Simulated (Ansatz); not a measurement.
```xyz
2

H     0.0000    0.0000   -1.4932
Br    0.0000    0.0000    0.0427
```

Basis set: cc-pVTZ (spherical functions). Correlated methods keep 9 orbitals frozen. Charge 0, multiplicity 1.

Computed with Ansatz (development build ahead of 0.2.0); each method stands on the lowest determinant of its kind that the runs found. Restricted open shells among the atoms or ions are ROHF, correlated in semicanonical orbitals with singles.

The atomization energy at this shape (free ground-state atoms in the same class of orbitals less the molecule, no zero-point energy) of singlet HBr:

```
 method  atomization energy
RHF-MP2             3.78 eV
```

(1) What does RHF give?

## Answers

(1) 2.76 eV. Caution: the shape is not the minimum.
